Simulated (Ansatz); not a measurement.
Isolated molecules relaxed with PBE0-D4/def2-TZVP in Ansatz; ΔE leaves out vibrations. CBS: MP2 limit from def2 TZ/QZ plus the TZ coupled-cluster correction, frozen cores. This one scheme is used for every species. Functionals use def2-TZVPP. B3LYP here is the variant with VWN-RPA as its local correlation; programs differ in this. HSE06 is defined as in plane-wave codes. For Zn outer-core shells are correlated without core-valence functions, which leaves a few kJ/mol of doubt a bond. Scalar relativity is left out up to krypton. Each species was taken in one conformer, which may not be the lowest.

Reaction (ligand exchange at the Si–C bond): `F[CH]([SiH3])[ZnH]` + `O[Si]F` → `F[Si]O[SiH3]` + `F[CH2][ZnH]`

```json
{"level": "PBE-D4", "ΔE (kcal/mol)": "-21.0", "difference from CCSD(T)/CBS": "3.9"}
{"level": "BLYP-D4", "ΔE (kcal/mol)": "-24.2", "difference from CCSD(T)/CBS": "0.7"}
{"level": "r2SCAN-D4", "ΔE (kcal/mol)": "-23.8", "difference from CCSD(T)/CBS": "1.1"}
{"level": "B97M-V", "ΔE (kcal/mol)": "-24.8", "difference from CCSD(T)/CBS": "0.1"}
{"level": "PBE0-D4", "ΔE (kcal/mol)": "-22.7", "difference from CCSD(T)/CBS": "2.2"}
{"level": "B3LYP-D4", "ΔE (kcal/mol)": "-25.4", "difference from CCSD(T)/CBS": "-0.5"}
{"level": "r2SCANh-D4", "ΔE (kcal/mol)": "-24.2", "difference from CCSD(T)/CBS": "0.7"}
{"level": "r2SCAN0-D4", "ΔE (kcal/mol)": "-24.7", "difference from CCSD(T)/CBS": "0.2"}
{"level": "HSE06-D4", "ΔE (kcal/mol)": "-22.7", "difference from CCSD(T)/CBS": "2.2"}
{"level": "BHLYP-D4", "ΔE (kcal/mol)": "-27.6", "difference from CCSD(T)/CBS": "-2.7"}
{"level": "ωB97X-V", "ΔE (kcal/mol)": "-24.7", "difference from CCSD(T)/CBS": "0.2"}
{"level": "ωB97M-V", "ΔE (kcal/mol)": "-24.4", "difference from CCSD(T)/CBS": "0.5"}
{"level": "B2PLYP", "ΔE (kcal/mol)": "-26.0", "difference from CCSD(T)/CBS": "-1.1"}
{"level": "PBE-QIDH", "ΔE (kcal/mol)": "-24.7", "difference from CCSD(T)/CBS": "0.2"}
{"level": "PBE", "ΔE (kcal/mol)": "-21.2", "difference from CCSD(T)/CBS": "3.7"}
{"level": "revPBE", "ΔE (kcal/mol)": "-21.5", "difference from CCSD(T)/CBS": "3.4"}
{"level": "BLYP", "ΔE (kcal/mol)": "-24.6", "difference from CCSD(T)/CBS": "0.3"}
{"level": "r2SCAN", "ΔE (kcal/mol)": "-23.9", "difference from CCSD(T)/CBS": "1.0"}
{"level": "B3LYP", "ΔE (kcal/mol)": "-25.8", "difference from CCSD(T)/CBS": "-0.9"}
{"level": "r2SCANh", "ΔE (kcal/mol)": "-24.3", "difference from CCSD(T)/CBS": "0.6"}
{"level": "r2SCAN0", "ΔE (kcal/mol)": "-24.8", "difference from CCSD(T)/CBS": "0.1"}
{"level": "HSE06", "ΔE (kcal/mol)": "-22.8", "difference from CCSD(T)/CBS": "2.1"}
{"level": "BHLYP", "ΔE (kcal/mol)": "-27.8", "difference from CCSD(T)/CBS": "-2.9"}
{"level": "CAM-B3LYP", "ΔE (kcal/mol)": "-26.3", "difference from CCSD(T)/CBS": "-1.4"}
{"level": "LC-ωPBE", "ΔE (kcal/mol)": "-23.8", "difference from CCSD(T)/CBS": "1.1"}
{"level": "RPA@PBE/def2-TZVPP", "ΔE (kcal/mol)": "-25.2", "difference from CCSD(T)/CBS": "-0.3"}
{"level": "HF/def2-SVP", "ΔE (kcal/mol)": "-28.9", "difference from CCSD(T)/CBS": "-4.0"}
{"level": "MP2/def2-SVP", "ΔE (kcal/mol)": "-24.0", "difference from CCSD(T)/CBS": "0.9"}
{"level": "CCSD/def2-SVP", "ΔE (kcal/mol)": "-24.3", "difference from CCSD(T)/CBS": "0.6"}
{"level": "CCSD(T)/def2-SVP", "ΔE (kcal/mol)": "-23.5", "difference from CCSD(T)/CBS": "1.4"}
{"level": "HF/def2-TZVPP", "ΔE (kcal/mol)": "-31.0", "difference from CCSD(T)/CBS": "-6.1"}
{"level": "MP2/def2-TZVPP", "ΔE (kcal/mol)": "-25.8", "difference from CCSD(T)/CBS": "-0.9"}
{"level": "SCS-MP2/def2-TZVPP", "ΔE (kcal/mol)": "-26.9", "difference from CCSD(T)/CBS": "-2.0"}
{"level": "CCSD/def2-TZVPP", "ΔE (kcal/mol)": "-26.1", "difference from CCSD(T)/CBS": "-1.2"}
{"level": "CCSD(T)/def2-TZVPP", "ΔE (kcal/mol)": "-25.2", "difference from CCSD(T)/CBS": "-0.3"}
{"level": "HF/def2-QZVPP", "ΔE (kcal/mol)": "-31.5", "difference from CCSD(T)/CBS": "-6.6"}
{"level": "MP2/def2-QZVPP", "ΔE (kcal/mol)": "-25.8", "difference from CCSD(T)/CBS": "-0.9"}
{"level": "HF/CBS(def2)", "ΔE (kcal/mol)": "-31.6", "difference from CCSD(T)/CBS": "-6.7"}
{"level": "MP2/CBS(def2)", "ΔE (kcal/mol)": "-25.5", "difference from CCSD(T)/CBS": "-0.6"}
{"level": "CCSD/CBS(def2)", "ΔE (kcal/mol)": "-25.8", "difference from CCSD(T)/CBS": "-0.9"}
{"level": "CCSD(T)/CBS", "ΔE (kcal/mol)": "-24.9", "difference from CCSD(T)/CBS": "0"}
```

Largest T1 diagnostic among the species: 0.015.

From r2SCAN to r2SCAN0 (25 % exact exchange), in def2-TZVPP and without D4, ΔE moves by −0.9 kcal/mol. Leaving LDA and LC-ωPBE aside and taking each functional with its dispersion term where it has one, the values, not all of them listed here, spread over 6.7 kcal/mol, from BHLYP-D4 to revPBE-D4. LDA lies +1.0 kcal/mol from PBE without D4. At CCSD(T), def2-SVP lies +1.4 kcal/mol from the extrapolated value and def2-TZVPP −0.3 kcal/mol.
